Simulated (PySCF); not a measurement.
C2H9OSi2 (doublet state).
Z-matrix (Å and degrees, GFN2-xTB geometry), rows numbered from 1:
```
C 
O   1  1.4006
C   2  1.4151  1  114.06
Si  3  1.9141  2  102.34  1   179.15
Si  4  2.2845  3  109.99  2   -27.56
H   1  1.0981  2  111.13  3   -60.32
H   1  1.0978  2  111.17  3    60.67
H   1  1.0888  2  107.01  3  -179.81
H   3  1.0980  2  110.38  1   -58.57
H   3  1.1008  2  110.15  1    59.22
H   4  1.4772  3  104.75  2  -162.94
H   5  1.4655  4  109.72  3    74.23
H   5  1.4709  4  119.66  3   -49.39
H   5  1.4697  4  107.16  3  -169.23
```

The hyperfine couplings belong to this conformer and change with its torsions.

Identity: `O(C[SiH][SiH3])C` [radical].

The calculation used PySCF, UKS B3LYP, pcH-1 on C H O Si, non-relativistic, mean-field spin-orbit, GIAO. The structure is a single GFN2-xTB conformer in the gas phase; no vibrational or solvent corrections. Couplings are sensitive to structure, and on GFN2-xTB geometries they can be far from those on DFT ones, by a factor of two or more for some ions and for spin on atoms past the first row. No stability test was run, so a lower SCF solution isn't excluded.

Question: The isotropic 29Si couplings are -372.2, -39.3 MHz. Assign them to Si4; Si5.

Answer: 
```csv
site,a_iso (MHz),ρ(0) (bohr⁻³),position,distance from Si4 (Å),spin population,largest |T| (MHz)
Si4,-372.2,+0.4199,largest spin population,0.00,+0.97,173.1
Si5,-39.3,+0.0443,1 bond from Si4,2.28,+0.01,9.3
```

Question: The isotropic 1H couplings, averaged over equivalent nuclei, are +33.3, +26.2, +17.0, +0.3 MHz. Assign them to H6/H7/H8; H9/H10; H11; H12/H13/H14.

Answer: 
| site | a_iso (MHz) | ρ(0) (bohr⁻³) | position | distance from Si4 (Å) | bound to | spin population there | largest \|T\| (MHz) |
| --- | --- | --- | --- | --- | --- | --- | --- |
| H6/H7/H8 | +0.3 | +0.0001 | 4 bonds from Si4 | 4.44 | C1 | 0.00 | 1.5 |
| H9/H10 | +33.3 | +0.0075 | 2 bonds from Si4 | 2.56 | C3 | -0.02 | 4.9 |
| H11 | +17.0 | +0.0038 | 1 bond from Si4 | 1.48 | Si4 | +0.97 | 10.0 |
| H12/H13/H14 | +26.2 | +0.0059 | 2 bonds from Si4 | 3.14 | Si5 | +0.01 | 3.5 |

ρ(0) is the spin density at the nucleus and T the dipolar tensor; a_iso includes a spin–orbit part; entries for several nuclei are means. The largest Mulliken spin population is on Si4 (+0.97). The angles at Si4 add up to 338.8°, so it is pyramidal.

Class means assume fast exchange of nuclei equivalent by connectivity; if that motion is slow, each nucleus keeps its own coupling. The three 1H nuclei of mean +26.2 MHz run from -3.4 to 75.0 MHz in the frozen geometry. The 1H value of +33.3 MHz is a mean of couplings from 19.3 to 47.3 MHz in this one geometry, not an average over conformers.

Hardware: one thread, Arm Neoverse V2 (aarch64), on a shared host. Cost: 52 s of wall time (with the writing of density and orbital grids), 0.89 GiB resident at most.
